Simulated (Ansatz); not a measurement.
A first, cheap relaxation of AlFH3NO (`[NH2][Al]([OH])[F]`).

```yaml
crystal:
  periodic: [false, false, false]
  atoms:
    - {symbol: N, position_ang: [-0.350300, 1.188700, -0.573000]}
    - {symbol: Al, position_ang: [-0.061600, -0.406800, 0.337700]}
    - {symbol: O, position_ang: [1.573800, -0.732600, 1.021800]}
    - {symbol: F, position_ang: [-1.294900, -1.614200, 0.516400]}
    - {symbol: H, position_ang: [-0.730200, 0.970400, -1.558500]}
    - {symbol: H, position_ang: [-1.198200, 1.711200, -0.097400]}
    - {symbol: H, position_ang: [2.122600, -1.184800, 0.307300]}
basis:
  gaussian: {orbitals: def2-SVP}
hamiltonian: {xc: pbe, dispersion: d4}
relax: {f_tol: 0.03, max_steps: 200}
```

```sh
$ ansatz run in.yaml --threads 2 --pin off --events-out ev --progress --plain
```

Output, abridged:

```
Functional definition: PBE
mean field -12885.91576231 eV, -473.5486698775 hartree, gradient 5.2e-5 eV, S^2 0.000000; 0 other end points of the search recorded, 0 dependent functions left out
relax step   1: F+E_penalty+E_count = -12886.01380971 eV  Δ(F+E_penalty+E_count) = +0.000e0 eV  max|allowed force component| = 2.276e0 eV/Å  Δτ_max = 0.0000 Å  (26 SCF iters, accepted)
mean field -12886.12812833 eV, -473.5564741846 hartree, gradient 2.2e-5 eV, S^2 0.000000; 0 other end points of the search recorded, 0 dependent functions left out
relax step   2: F+E_penalty+E_count = -12886.22676559 eV  Δ(F+E_penalty+E_count) = -2.130e-1 eV  max|allowed force component| = 1.325e0 eV/Å  Δτ_max = 0.1192 Å  (27 SCF iters, accepted)
mean field -12886.29642681 eV, -473.5626590399 hartree, gradient 1.8e-5 eV, S^2 0.000000; 0 other end points of the search recorded, 0 dependent functions left out
relax step   3: F+E_penalty+E_count = -12886.39655731 eV  Δ(F+E_penalty+E_count) = -1.698e-1 eV  max|allowed force component| = 3.147e-1 eV/Å  Δτ_max = 0.1818 Å  (32 SCF iters, accepted)
mean field -12886.35220636 eV, -473.5647089004 hartree, gradient 2.3e-5 eV, S^2 0.000000; 0 other end points of the search recorded, 0 dependent functions left out
relax step   4: F+E_penalty+E_count = -12886.45267610 eV  Δ(F+E_penalty+E_count) = -5.612e-2 eV  max|allowed force component| = 2.192e-1 eV/Å  Δτ_max = 0.1371 Å  (26 SCF iters, accepted)
mean field -12886.38465045 eV, -473.5659011989 hartree, gradient 1.9e-5 eV, S^2 0.000000; 0 other end points of the search recorded, 0 dependent functions left out
relax step   5: F+E_penalty+E_count = -12886.48551753 eV  Δ(F+E_penalty+E_count) = -3.284e-2 eV  max|allowed force component| = 1.290e0 eV/Å  Δτ_max = 0.1953 Å  (32 SCF iters, accepted)
mean field -12886.50063198 eV, -473.5701634415 hartree, gradient 1.9e-5 eV, S^2 0.000000; 0 other end points of the search recorded, 0 dependent functions left out
relax step   6: F+E_penalty+E_count = -12886.60185850 eV  Δ(F+E_penalty+E_count) = -1.163e-1 eV  max|allowed force component| = 6.234e-1 eV/Å  Δτ_max = 0.2000 Å  (32 SCF iters, accepted)
mean field -12886.58059050 eV, -473.5731018629 hartree, gradient 6.8e-6 eV, S^2 0.000000; 0 other end points of the search recorded, 0 dependent functions left out
relax step   7: F+E_penalty+E_count = -12886.68175082 eV  Δ(F+E_penalty+E_count) = -7.989e-2 eV  max|allowed force component| = 3.081e-1 eV/Å  Δτ_max = 0.1994 Å  (27 SCF iters, accepted)
mean field -12886.64096159 eV, -473.5753204596 hartree, gradient 1.8e-5 eV, S^2 0.000000; 0 other end points of the search recorded, 0 dependent functions left out
relax step   8: F+E_penalty+E_count = -12886.74241305 eV  Δ(F+E_penalty+E_count) = -6.066e-2 eV  max|allowed force component| = 5.039e-1 eV/Å  Δτ_max = 0.2000 Å  (32 SCF iters, accepted)
mean field -12886.66121227 eV, -473.5760646581 hartree, gradient 1.8e-5 eV, S^2 0.000000; 0 other end points of the search recorded, 0 dependent functions left out
relax step   9: F+E_penalty+E_count = -12886.76287986 eV  Δ(F+E_penalty+E_count) = -2.047e-2 eV  max|allowed force component| = 4.331e-1 eV/Å  Δτ_max = 0.1998 Å  (32 SCF iters, accepted)
mean field -12886.68298071 eV, -473.5768646338 hartree, gradient 1.8e-5 eV, S^2 0.000000; 0 other end points of the search recorded, 0 dependent functions left out
relax step  10: F+E_penalty+E_count = -12886.78442786 eV  Δ(F+E_penalty+E_count) = -2.155e-2 eV  max|allowed force component| = 3.701e-1 eV/Å  Δτ_max = 0.1999 Å  (32 SCF iters, accepted)
mean field -12886.68715834 eV, -473.5770181587 hartree, gradient 1.7e-5 eV, S^2 0.000000; 0 other end points of the search recorded, 0 dependent functions left out
relax step  11: F+E_penalty+E_count = -12886.78873538 eV  Δ(F+E_penalty+E_count) = -4.308e-3 eV  max|allowed force component| = 4.690e-2 eV/Å  Δτ_max = 0.0449 Å  (29 SCF iters, accepted)
mean field -12886.68745039 eV, -473.5770288915 hartree, gradient 1.8e-5 eV, S^2 0.000000; 0 other end points of the search recorded, 0 dependent functions left out
relax step  12: F+E_penalty+E_count = -12886.78900267 eV  Δ(F+E_penalty+E_count) = -2.673e-4 eV  max|allowed force component| = 1.382e-2 eV/Å  Δτ_max = 0.0198 Å  (27 SCF iters, accepted)
mean field -12886.68745039 eV, -473.5770288915 hartree, gradient 1.8e-5 eV, S^2 0.000000; 1 other end points of the search recorded, 0 dependent functions left out
Total energy: -12886.78904082 eV, -473.5807622707 hartree
Atom 0 at    -0.575095     0.939613    -0.541538 Å, force     0.013821     0.008853     0.008085 eV/Å
Atom 1 at    -0.129905    -0.627187     0.154706 Å, force     0.004901    -0.004567    -0.000425 eV/Å
Atom 2 at     1.386664    -1.026733     0.834240 Å, force    -0.006802     0.001443     0.002716 eV/Å
Atom 3 at    -1.281310    -1.841048     0.154046 Å, force    -0.001760    -0.001597    -0.003605 eV/Å
Atom 4 at    -1.491346     1.134123    -0.949185 Å, force    -0.009467     0.002526     0.000586 eV/Å
Atom 5 at     0.014031     1.772198    -0.586264 Å, force    -0.003581    -0.009555    -0.006491 eV/Å
Atom 6 at     2.138161    -0.419066     0.888294 Å, force     0.002888     0.002898    -0.000864 eV/Å
Dipole moment:     0.247082     0.687925    -0.143263 e Å
```

Run time 11 s (2 threads of a server CPU on a shared host); peak host memory 0.18 GiB.
